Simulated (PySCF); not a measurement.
An equivalent PySCF input for Ga (gallium, neutral), [Ar] 3d10 4s2 4p1, 2P determinant, with scalar relativity through the core potential:

```python
from pyscf import gto, scf, dft, mp, cc
import basis_set_exchange as bse
txt = bse.get_basis("aug-cc-pVDZ-PP", elements=["Ga"], fmt="nwchem", header=False)
cut = txt.index("\nECP")
mol = gto.M(atom="Ga 0 0 0", charge=0, spin=1, symmetry="D2h",
            basis=gto.basis.parse(txt[:cut]),
            ecp={"Ga": gto.basis.parse_ecp(txt[cut:])})
mf = scf.UHF(mol)
mf.irrep_nelec = {'Ag': (4, 4), 'B1g': (1, 1), 'B2g': (1, 1), 'B3g': (1, 1), 'B1u': (1, 1), 'B2u': (2, 1), 'B3u': (1, 1)}
mf.kernel()
```

It reaches the same state as the run whose output follows, and the same energy. The run itself started from symmetry-adapted Hartree-Fock orbitals and held the occupation by maximum overlap, so the iterations belong to that start.

```
SCF conv_tol = 1e-09
number electrons alpha = 11  beta = 10
cycle= 1 E= -258.290763122505  delta_E= -0.00241  |g|= 0.0152  |ddm|= 0.0628
cycle= 2 E= -258.291147818131  delta_E= -0.000385  |g|= 0.0062  |ddm|= 0.0275
cycle= 3 E= -258.291228803648  delta_E= -8.1e-05  |g|= 0.000549  |ddm|= 0.0244
cycle= 4 E= -258.291230090079  delta_E= -1.29e-06  |g|= 0.000126  |ddm|= 0.00816
cycle= 5 E= -258.291230146305  delta_E= -5.62e-08  |g|= 3.14e-05  |ddm|= 0.00165
cycle= 6 E= -258.29123014857  delta_E= -2.27e-09  |g|= 6.36e-06  |ddm|= 0.000303
cycle= 7 E= -258.291230148668  delta_E= -9.75e-11  |g|= 1.02e-06  |ddm|= 5.93e-05
converged SCF energy = -258.291230148668  <S^2> = 0.76197086  2S+1 = 2.0119353
```

Energies and moments cover only the electrons outside the core potential.
